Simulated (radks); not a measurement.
Results of a calculation; reference values are marked as such.
Species: the aluminium ion Al3+. Configuration: [He] 2s2 2p5.5 3p0.5 (fractional occupations, a model configuration).

Level of theory: non-relativistic Kohn-Sham, LDA (Slater exchange, Perdew-Wang correlation), spin-polarised, spherical densities, point nucleus; open shells are filled with parallel spins first (a radial shooting solver on a logarithmic mesh with Libxc functionals).

Energy parts (Ry):
part                       energy
total                  -475.69460
kinetic                 474.55678
electron-nucleus      -1106.62392
Hartree                 188.95939
exchange-correlation    -32.58685

Orbitals (lengths in bohr, moments of r in powers of bohr):
orbital  occ.  eigenvalue (Ry)    <r^2>
1s up       1        -113.9682  0.01969
1s down     1        -113.9036  0.01967
2s up       1        -11.14234   0.4559
2s down     1        -11.03776   0.4576
2p up       3         -8.43463   0.4278
2p down   2.5         -8.31854   0.4307
3p up     0.5         -2.13227    5.495
3p down     0         -2.02391    5.650

The highest occupied level is 3p up at -29.011 eV. The density falls to 0.001 e/bohr^3 at r = 3.04 bohr. The electron density at the nucleus is 1391 e/bohr^3. Spin moment in Bohr magnetons: 1.
